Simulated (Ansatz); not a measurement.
One change: `[SiH3]C[O][SnH3]` becomes `C[O][SnH3]`.

Ansatz, PBE0-D4/def2-TZVP geometries, multiplicity 1. Each molecule was computed in one conformer, which needn't be the lowest.

Elements past krypton have def2 core potentials.

```json
{"property": "LUMO energy (PBE/def2-TZVPP) / eV", "`[SiH3]C[O][SnH3]`": "-1.40"}
{"property": "size of the dipole moment (ωB97M-V/def2-TZVPP) / D", "`[SiH3]C[O][SnH3]`": "2.15"}
{"property": "HOMO–LUMO gap (ωB97M-V/def2-TZVPP) / eV", "`[SiH3]C[O][SnH3]`": "10.74"}
{"property": "HOMO energy (PBE0/def2-TZVPP) / eV", "`[SiH3]C[O][SnH3]`": "-7.59"}
{"property": "HOMO energy (B3LYP/def2-TZVPP) / eV", "`[SiH3]C[O][SnH3]`": "-7.39"}
{"property": "HOMO–LUMO gap (B3LYP/def2-TZVPP) / eV", "`[SiH3]C[O][SnH3]`": "6.55"}
```

(1) What does the change do to each property? (Best estimate.)

Results:

(1) Ansatz gave: 
```json
{"property": "LUMO energy (PBE/def2-TZVPP) / eV", "`C[O][SnH3]`": "-1.19", "shift": "0.21"}
{"property": "size of the dipole moment (ωB97M-V/def2-TZVPP) / D", "`C[O][SnH3]`": "1.45", "shift": "-0.70"}
{"property": "HOMO–LUMO gap (ωB97M-V/def2-TZVPP) / eV", "`C[O][SnH3]`": "10.95", "shift": "0.21"}
{"property": "HOMO energy (PBE0/def2-TZVPP) / eV", "`C[O][SnH3]`": "-7.50", "shift": "0.09"}
{"property": "HOMO energy (B3LYP/def2-TZVPP) / eV", "`C[O][SnH3]`": "-7.27", "shift": "0.12"}
{"property": "HOMO–LUMO gap (B3LYP/def2-TZVPP) / eV", "`C[O][SnH3]`": "6.62", "shift": "0.07"}
```

With PBE0 the HOMO rises by 0.09 eV and the LUMO rises by 0.20 eV, so the gap widens by about 0.11 eV. PBE moves the HOMO by 0.24 eV and ωB97M-V by -0.04 eV. Dipoles are sizes alone; their direction can turn.

B3LYP here is the variant with VWN-RPA as its local correlation; programs differ in this.
